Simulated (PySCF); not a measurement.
Radial density of Ni⁺ (nickel, charge +1)

M06-L, [Ar] 3d9, 2D determinant. Computed with PySCF 2.14 in cc-pVTZ (7s6p4d2f1g, 68 functions), with the non-relativistic Hamiltonian (point nucleus).

```
r (bohr)  4πr²ρ (e/bohr)  4πr²(ρα − ρβ)
0.000960          0.1637         0.0000
 0.00161          0.4464         0.0000
 0.00271           1.188         0.0000
 0.00457           3.030         0.0000
 0.00768           7.202         0.0001
  0.0129           15.22         0.0002
  0.0217           26.44         0.0004
  0.0365           33.65         0.0008
  0.0615           29.18         0.0026
   0.103           28.53         0.0149
   0.174           38.24         0.0878
   0.293           22.65         0.3999
   0.492           18.05         0.9653
   0.828           17.27         0.9309
    1.39           4.821         0.3408
    2.34          0.7377         0.0326
    3.94         0.04265        -0.0030
    6.63       0.0004022         0.0000
```

(1) Where is the radial spin density 4πr²(ρα − ρβ) most negative, and why is it negative at all?

Answers

(1) Around r = 3.94 bohr, down to -0.0030 e/bohr: exchange with the open shell polarises the paired shells in an unrestricted calculation.
